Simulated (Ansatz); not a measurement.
**H5Si2Sn: where a starting geometry ends**

The starting geometry of this gas-phase doublet is a saddle point at PBE0-D3(BJ)/def2-SVP, pushed by 0.25 Å along its imaginary mode.

```yaml
atoms:
  - { symbol: Si, position_ang: [-1.3757, 1.1562, 0.2795] }
  - { symbol: Si, position_ang: [0.9174, 1.2552, -0.2216] }
  - { symbol: Sn, position_ang: [2.8609, 1.4632, 1.4675] }
  - { symbol: H, position_ang: [-1.6835, -0.1230, 1.0343] }
  - { symbol: H, position_ang: [-2.2187, 1.2003, -0.9845] }
  - { symbol: H, position_ang: [-1.7429, 2.3226, 1.1648] }
  - { symbol: H, position_ang: [1.1595, 1.1039, -1.6863] }
  - { symbol: H, position_ang: [1.5867, 1.5350, 2.7321] }
```

Problem. Predict what becomes of its bonds when it is optimised with PBE0-D3(BJ)/def2-SVP.

Solution. It keeps its bonds.

The energy falls by 0.03 eV over 21 steps:

```
step  E − E(last) (eV)
   1             0.027
   3             0.014
   5             0.013
   8             0.011
  10             0.007
  12             0.005
  14             0.002
  17             0.000
  19             0.000
  21             0.000
```

Final geometry (Å):

```tsv
atom	x (Å)	y (Å)	z (Å)
Si	-1.3884	1.1092	0.2854
Si	0.9154	1.0303	-0.1195
Sn	2.8769	1.7326	1.3930
H	-1.9866	-0.2617	0.2089
H	-2.0753	1.9729	-0.7273
H	-1.6307	1.6704	1.6482
H	1.1530	0.4623	-1.4911
H	1.6393	2.1974	2.5883
```

Frequencies at the end are all real (lowest 48 cm⁻¹). Open shells are spin-unrestricted. Atoms past krypton carry core potentials, without spin–orbit terms. Run with Ansatz 0.2.0, 81 s on 2 threads of Arm Neoverse V2, with other jobs on the host.
